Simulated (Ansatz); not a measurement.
Compare A (`CSCS[SiH3]`) with its isomer B (`CCSS[SiH3]`).

Gas-phase electronic energies from Ansatz, PBE0-D4/def2-TZVP geometries. CCSD(T)/CBS adds triple-zeta CCSD(T) − MP2 to the extrapolated MP2 energy (def2 sets, frozen cores). Functionals use def2-TZVPP. B3LYP here is the variant with VWN-RPA as its local correlation; programs differ in this. One conformer a species, not always the lowest.

(1) Which isomer does CCSD(T)/CBS put lower? Give the gap. (Estimate.)

(2) Give E(B) − E(A) in kJ/mol with B3LYP-D4, HF/def2-TZVPP, CCSD/def2-TZVPP, ωB97M-V, PBE0-D4, CCSD(T)/def2-SVP, B2PLYP. (An estimate is asked.)

(3) Does the order hold for the free energy at 298.15 K (harmonic terms from PBE0-D4)? (Estimate.)

Largest T1 diagnostic: 0.011.

Answers

(1) Computed: B, by 29.4 kJ/mol.

(2) Computed: B3LYP-D4 -31.9, HF/def2-TZVPP -33.9, CCSD/def2-TZVPP -28.7, ωB97M-V -28.6, PBE0-D4 -30.6, CCSD(T)/def2-SVP -24.5, B2PLYP -32.2. None reverses the order clearly.

(3) Ansatz gave: Yes: G(B) − G(A) = -27.8 kJ/mol, for one conformer each. Modes under 60 cm⁻¹, often nearly free rotors, make the harmonic entropy too high.

Leaving LDA and LC-ωPBE aside and taking each functional with its dispersion term where it has one, the values, not all of them listed here, spread over 5.7 kJ/mol, from B97M-V to ωB97X-V. LDA lies +3.3 kJ/mol from PBE without D4. In def2-TZVPP, CCSD(T) changes the Hartree–Fock value by +5.9 kJ/mol (the triples alone add +0.8 kJ/mol) and MP2 by +7.4 kJ/mol.
